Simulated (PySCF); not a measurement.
A GIAO shielding run with PySCF 2.14.0 with density-fitted response routines (density fitting, non-relativistic, gas phase) on SMILES C(C)(C)C1=C[SiH2]S1, C5H10SSi:

```
$ OMP_NUM_THREADS=1 python probes_run.py task.json out

{"job": {"kind": "nmr", "xc": "PBE0", "basis": "pcSseg-1"}, "charge": 0, "multiplicity": 1}
C     -1.414224     1.309301     0.410196
C     -0.803585     0.309931    -0.569251
C     -1.634158    -0.976845    -0.628171
C      0.604455    -0.024844    -0.218805
C      1.364025     0.285570     0.848432
Si     2.933513    -0.606318     0.375643
S      1.580838    -1.026158    -1.320224
H     -1.456785     0.882466     1.409779
H     -0.826844     2.224035     0.444051
H     -2.426148     1.559894     0.100719
H     -0.792725     0.751164    -1.574368
H     -1.185706    -1.679957    -1.325826
H     -1.677265    -1.441924     0.354791
H     -2.647298    -0.755868    -0.955210
H      1.050146     0.886817     1.683798
H      4.069458     0.167573    -0.096674
H      3.255305    -1.852806     1.051211
```

Hardware: 1 thread of an Arm Neoverse N1, shared host. The job also computes population analyses, field gradients, ring-centre shieldings.

(1) How large is the calculation?

(2) How long does it take, and how much memory does it need?

## Answers

(1) 70 electrons, 183 basis functions and 993 auxiliary functions.

(2) 51 s of wall time, with 13 SCF cycles and 5 response iterations; peak memory 0.83 GiB. Times on a shared host scatter by some tens of per cent.
